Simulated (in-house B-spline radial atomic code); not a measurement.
RPA correlation on TPSS: Cr

Configuration [Ar] 3d5 4s1, highest spin, mean-field start TPSS. Computed with a B-spline radial code for spherical atoms: all electrons, non-relativistic, point nucleus, each spin shell either full or empty, empty states to l = 9 with an (l + 1/2)⁻⁴ tail; G0W0 by contour deformation at full frequency.

The highest G0W0 level has too low a weight to be given.

Command:
```bash
python run_gw.py task.json out
```
Settings (radii: box in bohr, nucleus in fm):
```
Z                        24
electrons                24
configuration            [Ar] 3d5 4s1
hamiltonian              nr
method                   tpss,tpss
lmax                     9
spin_polarised           True
box_radius               40
intervals                54
ion_configuration        [Ar] 3d5
```

Cost of the run: 3.9 s on 1 thread of Arm Neoverse V2, on a shared host.

Energies (hartree):

```json
{"term": "mean-field total", "value": "-1044.49183"}
{"term": "Hartree-Fock functional on these orbitals", "value": "-1043.33159"}
{"term": "direct second order", "value": "-1.9828"}
{"term": "second-order exchange", "value": "0.67522"}
{"term": "SOSEX correction", "value": "0.58046"}
```

Q: What is the RPA correlation energy, and what remains with SOSEX?

A: RPA gives -1.6116 hartree (-1.83 eV per electron); RPA + SOSEX gives -1.0311, and the second-order doubles -1.3076 hartree (no singles). RPA lacks exchange-type terms and so overcorrelates at short range.

Q: What does it cost to remove one electron (to [Ar] 3d5) by differences of total energies, each species on its own start (correlation terms add to the Hartree-Fock functional)?

A: TPSS 7.085 eV, Hartree-Fock functional 5.659 eV, + RPA 7.285 eV, + RPA + SOSEX 6.362 eV, + second order 7.494 eV. Tabulated: 6.767 eV (NIST, measured); the calculation leaves out relativity, Breit and QED terms, and what these don't explain is the method's own error.
